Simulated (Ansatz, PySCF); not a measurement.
Molecule: S2O2 (charge 0, singlet). 
Geometry from a B3LYP-D3(BJ)/def2-TZVP (Ansatz, a program for electronic structure) optimisation:
SMILES: O=[S][S]=O
```xyz
4

O     -1.6167     0.8970     0.0336
S     -1.0074    -0.4429     0.0174
S      1.0047    -0.4491    -0.0205
O      1.6223     0.8870    -0.0275
```
Charge 0, spin multiplicity 1.

Dipole moments at this geometry, in debye (magnitudes).

| level | program | dipole (D) |
|---|---|---|
| HF/def2-TZVPD | PySCF | 3.99 |
| SVWN5/def2-TZVPD | Ansatz | 2.90 |
| BLYP/def2-TZVPD | Ansatz | 2.94 |
| revPBE/def2-TZVPD | Ansatz | 2.77 |
| r2SCAN/def2-TZVPD | PySCF | 2.90 |
| B97M-V/def2-TZVPD | Ansatz | 2.91 |
| B3LYP/def2-TZVPD | Ansatz | 3.20 |
| BHLYP/def2-TZVPD | Ansatz | 3.57 |
| TPSSh/def2-TZVPD | PySCF | 2.96 |
| r2SCAN0/def2-TZVPD | Ansatz | 3.20 |
| M06-2X/def2-TZVPD | PySCF | 3.45 |
| HSE06/def2-TZVPD | Ansatz | 3.12 |
| wB97X-V/def2-TZVPD | Ansatz | 3.32 |
| CCSD(T)/aug-cc-pV(D+d)Z | Ansatz | 3.12 |
